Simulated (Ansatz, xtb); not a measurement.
## Isomers of C3H8B2FN in order of energy

4 gas-phase structures of C3H8B2FN, from a drawn sample of its isomers (lower ones may exist). Each was relaxed with GFN2-xTB; where two conformers were screened, the lower at r2SCAN-D4/def2-SVP is listed:

A. `BNB(F)CC=C`, a singlet
B. `BNB(F)C(=C)C`, a singlet
C. `FBNBC1CC1`, a singlet
D. `BN(BF)C1CC1`, a singlet

Problem. Make a reasoned guess at their ranking by r2SCAN-D4/def2-SVP single-point energy.

Solution. Calculated order at r2SCAN-D4/def2-SVP: B (0.0), C (2.6), A (2.7), D (23.6) kcal/mol. Less than 1 kcal/mol parts C and A, so the order within that pair means little.

Energies above the lowest of each column, in kcal/mol; the last columns are at PBE0-D3(BJ)/def2-SVP geometries and were run for some of them only (a dash: not run or not comparable):

| structure | GFN2-xTB | HF/STO-3G | r2SCAN-D4/def2-SVP | PBE0-D3(BJ)/def2-SVP | CCSD(T)/def2-SVP + ΔMP2/def2-TZVPP |
| --- | --- | --- | --- | --- | --- |
| B | 8.5 | 2.9 | 0.0 | 0.0 | 0.0 |
| C | 1.1 | 0.0 | 2.6 | 0.6 | 5.4 |
| A | 10.3 | 6.9 | 2.7 | 2.0 | 2.4 |
| D | 0.0 | 13.3 | 23.6 | – | – |

CCSD(T)/def2-SVP + ΔMP2/def2-TZVPP puts B lowest of those it was run on; GFN2-xTB picks D, HF/STO-3G picks C. CCSD(T)/def2-SVP + ΔMP2/def2-TZVPP orders those it was run on as B (0.0), A (2.4), C (5.4) kcal/mol. Flexible structures stand in one conformer each, not always the lowest. Frequencies (GFN2-xTB) were run for A, B, C alone. ΔMP2 is the change of the MP2 energy from the smaller to the larger basis.

Over these structures GFN2-xTB departs from r2SCAN-D4/def2-SVP by 10.6 kcal/mol on average once a common shift is removed. A GFN2-xTB relaxation took about 0.13 s and the r2SCAN-D4/def2-SVP energy about 1.5 s on a shared host (Ansatz 0.2.0, xtb 6.7.1).
